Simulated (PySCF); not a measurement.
# NMR parameters of BeMe(NH2)

BeMe(NH2), CH5BeN, point group C1.

Geometry:
```csv
atom,x (Å),y (Å),z (Å)
Be1,0.003,0.005,-0.284
C2,-0.004,-0.014,1.395
H3,0.079,0.996,1.833
H4,0.828,-0.612,1.808
H5,-0.932,-0.460,1.796
N6,0.007,0.022,-1.788
H7,0.833,0.027,-2.378
H8,-0.816,0.036,-2.382
```

GIAO calculations in PySCF 2.14.0 with density-fitted response routines on the PBE0-D3(BJ)/def2-SVP structure: isolated species, non-relativistic, equivalent atoms averaged; basis pcSseg-1.

**Question.** Give the isotropic shieldings (ppm) with PBE0, wB97X-D.

**Answer.** 
| atoms | environment | PBE0 | wB97X-D |
| --- | --- | --- | --- |
| N6 | nitrogen bonded to Be, 2 H | 238.0 | 241.7 |
| C2 | carbon bonded to Be, 3 H | 203.3 | 204.1 |
| Be1 | Be bonded to C, N | 89 | 91 |
| H7/H8 | hydrogen on a nitrogen bonded to Be | 30.46 | 30.67 |
| H3/H4/H5 | hydrogen on a carbon bonded to Be | 31.92 | 32.04 |
| HOMO–LUMO gap (eV) | – | 7.91 | 11.60 |

**Question.** And the chemical shifts, against references computed in the same way?

**Answer.** 
```csv
atoms,"nucleus, reference",PBE0,wB97X-D
N6,"¹⁵N, NH3",27.7,22.3
C2,"¹³C, TMS",-18.9,-19.5
H7/H8,"¹H, TMS",0.81,0.71
H3/H4/H5,"¹H, TMS",-0.65,-0.66
```

**Question.** Which part of the shielding of N6 depends on the functional?

**Answer.** Diamagnetic: PBE0 318, wB97X-D 319 ppm; paramagnetic: PBE0 -80, wB97X-D -77 ppm. The diamagnetic part, set mainly by inner electrons, hardly moves; the paramagnetic part goes with low-lying magnetically allowed excitations and carries the spread.

**Question.** What couplings does B3LYP/pcJ-1 give?

**Answer.** ¹J(C2,H3) = 121.6, ¹J(N6,H7) = -76.2, ²J(H3,H4) = -15.9, ²J(H7,H8) = -11.3, ²J(C2,N6) = -3.6 Hz (averaged over equivalent pairs; isotopes ¹³C, ¹H, ¹⁵N).

Experimental scales use liquid or dissolved standards, which lie at an offset from isolated NH3 (liquid NH3: subtract about 20 ppm).
